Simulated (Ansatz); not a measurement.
Geometry optimisation, RKS revPBE-D4/def2-SVP (Ansatz 0.2.0).

Input:

```yaml
crystal:
  periodic: [false, false, false]
  atoms:
    - { symbol: Ge, position_ang: [0.0, 0.0, 0.0] }
    - { symbol: F, position_ang: [0.0, 0.0, 1.68] }
    - { symbol: H, position_ang: [1.4616, 0.0, -0.5162] }
    - { symbol: F, position_ang: [-0.7913, 1.3709, -0.5594] }
    - { symbol: O, position_ang: [-0.8337, -1.4443, -0.5894] }
    - { symbol: H, position_ang: [-1.2883, -1.91, 0.183] }
basis:
  gaussian: { orbitals: def2-SVP }
hamiltonian:
  xc: revpbe
  dispersion: d4
relax:
  f_tol: 0.02
  max_steps: 40
```

Launched with:

```bash
$ ansatz run input.yaml --threads 1 --pin off --max-ram 2048MiB --backend cpu --events-out ev --progress --plain --runs-dir out
```

**Question.** Where does it end, and by what steps?

**Answer.** The forces met the threshold. After 7 steps the energy has fallen by 0.250 eV; H6 moved furthest, 0.42 Å.

| step | energy less start (eV) | largest force component (eV/Å) | accepted |
| --- | --- | --- | --- |
| 0 | 0.0000 | 2.456 | yes |
| 1 | -0.1761 | 1.079 | yes |
| 2 | -0.2231 | 0.156 | yes |
| 3 | -0.2243 | 0.714 | yes |
| 4 | -0.2401 | 0.519 | yes |
| 5 | -0.2473 | 0.106 | yes |
| 6 | -0.2496 | 0.150 | yes |
| 7 | -0.2505 | 0.009 | yes |

```xyz
6
Properties=species:S:1:pos:R:3
Ge 0.089 -0.064 0.018
F 0.102 0.084 1.764
H 1.499 0.044 -0.577
F -0.939 1.259 -0.497
O -0.653 -1.608 -0.442
H -1.550 -1.699 -0.068
```

Whether the end is a true minimum wasn't checked by a vibrational analysis.

Run time: 15 s on 1 thread of Intel(R) Xeon(R) 6975P-C (Granite Rapids) (shared host), peak memory 0.14 GiB.
